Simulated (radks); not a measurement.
Q: Radial electron density D(r) = 4 pi r^2 rho(r) of an atom or ion with 11 electrons. All-electron calculation, non-relativistic Kohn-Sham, AM05, spin-polarised, spherical densities, point nucleus. Program: a radial shooting solver on a logarithmic mesh with Libxc functionals.

| r (bohr) | D(r) (e/bohr) | spin D(r) |
|---|---|---|
| 0.01107 | 2.387 | 0.0325 |
| 0.01408 | 3.527 | 0.0478 |
| 0.0179 | 5.085 | 0.0684 |
| 0.02257 | 7.036 | 0.0936 |
| 0.02869 | 9.478 | 0.124 |
| 0.03648 | 12.17 | 0.153 |
| 0.04637 | 14.70 | 0.175 |
| 0.05895 | 16.48 | 0.175 |
| 0.07494 | 16.89 | 0.143 |
| 0.09526 | 15.68 | 0.0805 |
| 0.1211 | 13.37 | 0.0133 |
| 0.154 | 11.31 | 0.00130 |
| 0.1957 | 10.96 | 0.113 |
| 0.2488 | 12.66 | 0.357 |
| 0.3163 | 14.88 | 0.624 |
| 0.4021 | 15.22 | 0.720 |
| 0.5111 | 12.49 | 0.560 |
| 0.6498 | 7.853 | 0.329 |
| 0.826 | 3.789 | 0.344 |
| 1.042 | 1.769 | 0.647 |
| 1.324 | 1.158 | 0.936 |
| 1.684 | 0.8695 | 0.845 |
| 2.14 | 0.4608 | 0.459 |
| 2.721 | 0.1473 | 0.147 |
| 3.459 | 0.02783 | 0.0278 |
| 4.397 | 0.003080 | 0.00308 |
| 5.589 | 0.0001777 | 0.000178 |

What is the nuclear charge?

A: Z = 15. The innermost maximum, from 1s, lies near 1/Z = 0.0667 bohr (found: 0.0709), and its height grows with Z. The density is that of the phosphorus ion P4+ in [He] 2s1.75 2p6 3s1 3d0.25; the configuration itself is not fixed sharply by these data, and Z only to about a unit. D(r) has 2 maxima, at r = 0.0709, 0.368 bohr, and minima at 0.181 bohr, inside which lie 2.20 electrons.
